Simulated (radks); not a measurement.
The numbers below are computed, except where a source is named.
Valence configurations of Ti+ (all share [Ar]). Code: a radial shooting solver on a logarithmic mesh with Libxc functionals. Model: non-relativistic Kohn-Sham, BLYP, spin-unpolarised, spherical densities, point nucleus. Energies are relative to 3d2 4s1; eigenvalues in eV.

valence          E (eV)    e(3d)   e(4p)    e(4s)
3d2 4s1           0.000  -11.449       -  -10.305
3d1 4s2           2.606  -16.002       -  -11.771
3d1.5 4s1.5       0.917  -13.586       -  -11.021
3d0.5 4s1.5 4p1   9.613  -19.728  -8.658  -13.135
3d2 4p1           3.750  -12.532  -7.169        -
3d1 4s1 4p1       6.800  -17.083  -8.143  -12.388
3d2 4s0.5 4p0.5   1.862  -11.997  -6.896  -10.646
3d3              -0.022   -8.117       -        -
3d1 4s1.5 4p0.5   4.690  -16.549  -7.892  -12.086
3d2.5 4s0.5      -0.270   -9.621       -   -9.642

NIST lists [Ar] 3d2 4s1 as the ground configuration; this level of theory puts 3d2.5 4s0.5 lower, by 0.270 eV. The energies are those of spherical spin-averaged densities, not of single terms.
